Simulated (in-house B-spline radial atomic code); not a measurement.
Be. Computed with a B-spline radial atomic code. Model: non-relativistic spherical atom: semilocal Troullier-Martins pseudo-atom, one channel per l, against all electrons, high spin, G0W0 and RPA with empty states to l = 8, local potential for every l without a channel, a model core (radius 0 = none) keeps its share of the functional.

What the tables leave out is listed at the end.

The pseudopotential gives back the lowest level of each angular momentum of its own functional in the configuration it was made in; a second state of the same l is only approximately right. Exact exchange, RPA and GW see the smooth pseudo-orbitals and miss the exchange with the core, for which the functional's share stands in. The column with an uncorrelated core keeps all orbitals and exact exchange, and so separates missing core correlation from pseudisation. Only the three outermost levels and the lowest empty one were computed. RPA here is direct RPA, with no exchange kernel, and its energies carry an (l + 1/2)⁻⁴ tail. A hybrid on a potential with a model core restores only its own semilocal share of the core's exchange.

Command:
```bash
python run_psgw.py task.json out
```
Settings (lengths in bohr, energies in hartree):
```
Z                      4
electrons              4
configuration          [He] 2s2
generated_in           [He] 2s2
functional             pbe,pbe
core_shells            1
radius_factor          1.15
core_correction        True
ion_configuration      [He] 2s1
```

Cost of the run: 18 s on 1 thread of Arm Neoverse N1 (shared host).

Given: made with PBE; model core radius 0.977 bohr; local radius 2.408 bohr; mean-field start PBE.

Valence shells of the generating configuration: 2s.

Channel: s 2.346, p 2.76 (radii in bohr).

Computed: largest level miss in the spin-unpolarised generating configuration 0.001 eV; valence RPA correlation energy all-electron orbitals -0.088271 hartree; valence RPA correlation energy pseudo -0.092377 hartree; all-electron RPA polarisability, core included 31.764 bohr³; ionisation by mean-field all-electron 8.9969 eV; ionisation by RPA all-electron 9.6175 eV; ionisation by RPA pseudo minus all 0.199 eV.

| level | occupied | mean-field all-electron (eV) | mean-field pseudo minus all (eV) | G0W0 all-electron (eV) | G0W0 uncorrelated core minus all (eV) | G0W0 pseudo minus all (eV) | exchange self-energy all-electron (eV) | exchange self-energy pseudo (eV) |
| --- | --- | --- | --- | --- | --- | --- | --- | --- |
| 2s | 1 | -5.6088 | 0.001 | -8.9502 | 0.043 | -0.069 | -10.335 | -9.4933 |

(1) What is the ionisation by mean-field pseudo minus all?

(2) What is the pseudo-atom RPA polarisability?

Given: mean-field start PBE0.

Computed: valence RPA correlation energy all-electron orbitals -0.072967 hartree; all-electron RPA polarisability, core included 27.016 bohr³; pseudo-atom RPA polarisability 27.233 bohr³; ionisation by mean-field pseudo minus all -0.021 eV; ionisation by RPA all-electron 9.3925 eV; ionisation by RPA pseudo minus all 0.1 eV.

```json
{"level": "2s", "occupied": "1", "mean-field all-electron (eV)": "-6.4924", "mean-field pseudo minus all (eV)": "0.019", "G0W0 all-electron (eV)": "-9.1518", "G0W0 uncorrelated core minus all (eV)": "0.047", "G0W0 pseudo minus all (eV)": "-0.036", "exchange self-energy all-electron (eV)": "-10.284", "exchange self-energy pseudo (eV)": "-9.4513"}
```

(3) What is the ionisation by mean-field all-electron?

(4) What is the valence RPA correlation energy pseudo?

Answers

(1) 0.01 eV.

(2) 31.662 bohr³.

(3) 8.9712 eV.

(4) -0.076134 hartree.

Among the listed levels the largest G0W0 shift of the pseudo-atom is -0.07 eV, for 2s on the PBE start, while leaving the core uncorrelated moves that level by +0.04 eV. The rest, -0.11 eV, comes from pseudisation and the lost core exchange. Not in the tables (levels of low weight, unsolved or above zero; the highest and the empty levels are kept at any weight): on PBE the G0W0 levels 2p (pseudo minus all -0.06 eV, weights 0.83 and 0.83); on PBE0 the G0W0 levels 2p (pseudo minus all -0.05 eV, weights 0.90 and 0.90); no Hartree-Fock pseudo-atom is run with a model core.
